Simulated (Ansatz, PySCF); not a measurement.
CH7FN2Si, SMILES CN[Si@H](N)F. Atoms are numbered in the order given.

```xyz
12

C      2.1766     0.0158     1.0776
N      1.0465    -0.5271     0.3510
Si    -0.5061     0.1689     0.2055
N     -1.6008    -1.0915    -0.1807
F     -0.7125     1.2249    -1.0251
H      1.8264     0.7866     1.7821
H      2.6913    -0.7577     1.6750
H      2.9306     0.4919     0.4225
H      1.2834    -1.2760    -0.2948
H     -0.7070     0.9918     1.4303
H     -2.4681    -0.8832    -0.6647
H     -1.6893    -1.9122     0.4081
```

Geometry optimised at r2SCAN-D4/def2-SVP. The structure was generated by enumeration; whether it is a known compound was not checked. One conformer was computed; it need not be the lowest.

Two levels are set side by side: PBE-D3(BJ)/def2-SVP (Ansatz, a first-principles code) and r2SCAN-D4/def2-SVP (Ansatz). Each level has its own optimised geometry; the coordinates shown are those of the second. Frequencies come from the Hessian of PySCF at each geometry. Differences are taken from unrounded values.

```tsv
quantity	r2SCAN-D4
mean bond length (Å)	1.305
bond C1–N2 (Å)	1.449
bond N2–Si3 (Å)	1.708
bond Si3–N4 (Å)	1.714
bond Si3–F5 (Å)	1.635
bond C1–H6 (Å)	1.101
bond C1–H7 (Å)	1.105
bond C1–H8 (Å)	1.106
bond N2–H9 (Å)	1.017
bond Si3–H10 (Å)	1.489
bond N4–H11 (Å)	1.015
bond N4–H12 (Å)	1.014
highest harmonic wavenumber (cm⁻¹)	3695
mean harmonic wavenumber (cm⁻¹)	1356
zero-point energy (kcal/mol)	58.16
```

Question: What does PBE-D3(BJ) give, and how far is it from r2SCAN-D4? (The exact figures need the calculation; the answer reports its results.)

Answer: 
```json
[
 {"quantity": "mean bond length (Å)", "PBE-D3(BJ)": "1.314", "PBE-D3(BJ) minus r2SCAN-D4": "0.009"},
 {"quantity": "bond C1–N2 (Å)", "PBE-D3(BJ)": "1.451", "PBE-D3(BJ) minus r2SCAN-D4": "0.002"},
 {"quantity": "bond N2–Si3 (Å)", "PBE-D3(BJ)": "1.719", "PBE-D3(BJ) minus r2SCAN-D4": "0.011"},
 {"quantity": "bond Si3–N4 (Å)", "PBE-D3(BJ)": "1.727", "PBE-D3(BJ) minus r2SCAN-D4": "0.014"},
 {"quantity": "bond Si3–F5 (Å)", "PBE-D3(BJ)": "1.648", "PBE-D3(BJ) minus r2SCAN-D4": "0.013"},
 {"quantity": "bond C1–H6 (Å)", "PBE-D3(BJ)": "1.109", "PBE-D3(BJ) minus r2SCAN-D4": "0.008"},
 {"quantity": "bond C1–H7 (Å)", "PBE-D3(BJ)": "1.113", "PBE-D3(BJ) minus r2SCAN-D4": "0.008"},
 {"quantity": "bond C1–H8 (Å)", "PBE-D3(BJ)": "1.115", "PBE-D3(BJ) minus r2SCAN-D4": "0.008"},
 {"quantity": "bond N2–H9 (Å)", "PBE-D3(BJ)": "1.023", "PBE-D3(BJ) minus r2SCAN-D4": "0.007"},
 {"quantity": "bond Si3–H10 (Å)", "PBE-D3(BJ)": "1.501", "PBE-D3(BJ) minus r2SCAN-D4": "0.012"},
 {"quantity": "bond N4–H11 (Å)", "PBE-D3(BJ)": "1.022", "PBE-D3(BJ) minus r2SCAN-D4": "0.007"},
 {"quantity": "bond N4–H12 (Å)", "PBE-D3(BJ)": "1.022", "PBE-D3(BJ) minus r2SCAN-D4": "0.008"},
 {"quantity": "highest harmonic wavenumber (cm⁻¹)", "PBE-D3(BJ)": "3604", "PBE-D3(BJ) minus r2SCAN-D4": "-91"},
 {"quantity": "mean harmonic wavenumber (cm⁻¹)", "PBE-D3(BJ)": "1321", "PBE-D3(BJ) minus r2SCAN-D4": "-35"},
 {"quantity": "zero-point energy (kcal/mol)", "PBE-D3(BJ)": "56.64", "PBE-D3(BJ) minus r2SCAN-D4": "-1.52"}
]
```
